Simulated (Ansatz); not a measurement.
Consider the cleavage of the Ge–Al bond: `C#[C][AlH][GeH3]` + H₂Se → `[GeH3][SeH]` + `C#[C][AlH2]`.

Gas-phase electronic energies from Ansatz, PBE0-D4/def2-TZVP geometries. CCSD(T)/CBS is the MP2 limit (def2-TZVPP, def2-QZVPP) plus CCSD(T) − MP2 in def2-TZVPP, frozen cores. Functionals use def2-TZVPP. For Ge, Se outer-core shells are correlated without core-valence functions, which leaves a few kJ/mol of doubt a bond. Scalar relativity is left out up to krypton.

```tsv
level	ΔE (kcal/mol)
PBE-D4	-4.2
CAM-B3LYP-D4	-6.1
ωB97M-V	-6.6
PBE	-4.1
revPBE	-4.5
CAM-B3LYP	-6.2
LC-ωPBE	-5.5
CCSD/def2-TZVPP	-5.9
```

**Question.** What does CCSD(T)/CBS give? (Estimate.)

**Answer.** The calculation gave: -5.8 kcal/mol. The listed levels differ from it by 1.6, -0.3, -0.8, 1.7, 1.3, -0.4, 0.3, -0.1 kcal/mol.

Largest T1 diagnostic among the species: 0.013.

Leaving LDA and LC-ωPBE aside and taking each functional with its dispersion term where it has one, the values, not all of them listed here, spread over 3.5 kcal/mol, from B97M-V to PBE-D4. LDA lies +1.2 kcal/mol from PBE without D4. From BLYP to BHLYP (50 % exact exchange), in def2-TZVPP and without D4, ΔE moves by −1.8 kcal/mol. In def2-TZVPP, CCSD(T) changes the Hartree–Fock value by +3.8 kcal/mol (the triples alone add +0.2 kcal/mol) and MP2 by +2.0 kcal/mol.
